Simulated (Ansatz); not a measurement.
Calculated with Ansatz (gas phase, PBE0-D4/def2-TZVP geometries, no zero-point term in ΔE). CCSD(T)/CBS adds triple-zeta CCSD(T) − MP2 to the extrapolated MP2 energy (def2 sets, frozen cores). This one scheme is used for every species. One conformer a species, not always the lowest.

Reaction (ligand exchange at the Si–N bond): `O[SiH2]N[SiH2][AlH2]` + `F[Si](S)(Cl)Cl` → `O[SiH2]S[Si](F)(Cl)Cl` + `N[SiH2][AlH2]`

```csv
species,CCSD/def2-TZVPP energy (Eh)
`O[SiH2]N[SiH2][AlH2]`,-954.76846
`F[Si](S)(Cl)Cl`,-1706.75639
`O[SiH2]S[Si](F)(Cl)Cl`,-2072.21399
`N[SiH2][AlH2]`,-589.30899
```

Task: Work out ΔE.

Result: ΔE = (-2072.21399) + (-589.30899) − (-954.76846) − (-1706.75639) = 0.00187 Eh = +4.9 kJ/mol. CCSD(T)/CBS gives -1.3 kJ/mol.

Largest T1 diagnostic among the species: 0.012.

In def2-TZVPP, CCSD(T) changes the Hartree–Fock value by −8.5 kJ/mol (the triples alone add −2.5 kJ/mol) and MP2 by −12.6 kJ/mol. The D4 term adds −5.5 kJ/mol with B3LYP and −3.1 kJ/mol with PBE0; it sums over pairs of atoms, weighted by their polarisabilities, and B3LYP, whose exchange is more repulsive, gets the larger term.

B3LYP here is the variant with VWN-RPA as its local correlation; programs differ in this.
